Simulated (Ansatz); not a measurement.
Consider the formal hydrolysis of the Si–Si bond: `OB(F)[SiH2][SiH3]` + H₂O → `O[SiH3]` + `OB(F)[SiH3]`.

Gas-phase electronic energies from Ansatz, PBE0-D4/def2-TZVP geometries. CCSD(T)/CBS adds triple-zeta CCSD(T) − MP2 to the extrapolated MP2 energy (def2 sets, frozen cores). This one scheme is used for every species. DFT in def2-TZVPP. One conformer a species, not always the lowest.

CCSD(T)/CBS gives -72.2 kJ/mol.

**Question.** Another level gave -80.5 kJ/mol. Which?
A. ωB97X-V/def2-TZVPP
B. MP2/def2-TZVPP
C. PBE0-D4/def2-TZVPP
D. PBE-D4/def2-TZVPP

**Answer.** B. MP2/def2-TZVPP -80.5, ωB97X-V -74.8, PBE0-D4 -58.2, PBE-D4 -53.1 kJ/mol.

Largest T1 diagnostic among the species: 0.014.

In def2-TZVPP, CCSD(T) changes the Hartree–Fock value by +26.9 kJ/mol (the triples alone add +3.5 kJ/mol) and MP2 by +20.8 kJ/mol. From PBE to PBE0 (25 % exact exchange), in def2-TZVPP and without D4, ΔE moves by −4.9 kJ/mol. The D4 term adds +6.4 kJ/mol with B3LYP and +3.8 kJ/mol with PBE0; it sums over pairs of atoms, weighted by their polarisabilities, and B3LYP, whose exchange is more repulsive, gets the larger term.

B3LYP here is the variant with VWN-RPA as its local correlation; programs differ in this.
